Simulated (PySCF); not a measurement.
**SMILES [CH3][Zn][OH], CH4OZn**

Geometry (Å), atoms numbered from 1 in this order:
```xyz
7

Zn    0.2834   -0.2382   -0.6722
C    -0.0406    0.0780    1.2661
H     0.8727    0.1079    1.8455
H    -0.6757   -0.6932    1.6844
H    -0.5453    1.0312    1.3793
O    -0.1189   -0.0015   -2.3310
H     0.2245   -0.2842   -3.1722
```

Theory: PySCF 2.14.0, GIAO B3LYP/def2-SVP (def2-TZVP on Zn) magnetisability, rotational g tensor and spin-rotation constants, non-relativistic, gas phase. Geometry: GFN2-xTB.

Question: Give the nuclear spin-rotation constants along the inertial axes (H = +C I·J) beside the isotropic shieldings.

Answer: Rotational constants 66.8300, 4.4615, 4.2923 GHz. A star marks the isotopologue with that one atom substituted, in its own axes.
| atom | isotope | Caa (kHz) | Cbb (kHz) | Ccc (kHz) | mean (kHz) | σ (ppm) |
| --- | --- | --- | --- | --- | --- | --- |
| H3 | 1H | -5.337 | -0.277 | -0.363 | -1.993 | 32.2 |
| H4 | 1H | -6.556 | -0.516 | -0.047 | -2.373 | 32.0 |
| H5 | 1H | -7.378 | -0.085 | -0.407 | -2.623 | 32.0 |
| H7 | 1H | -1.679 | -0.364 | -0.514 | -0.853 | 30.3 |
| Zn1 | 67Zn* | 1.105 | 2.229 | 2.148 | 1.827 | 1631.2 |
| C2 | 13C* | 6.180 | 0.364 | 0.362 | 2.302 | 203.8 |
| O6 | 17O* | -1.628 | -0.448 | -0.382 | -0.819 | 308.2 |

For the geometry as given, no vibrational averaging.
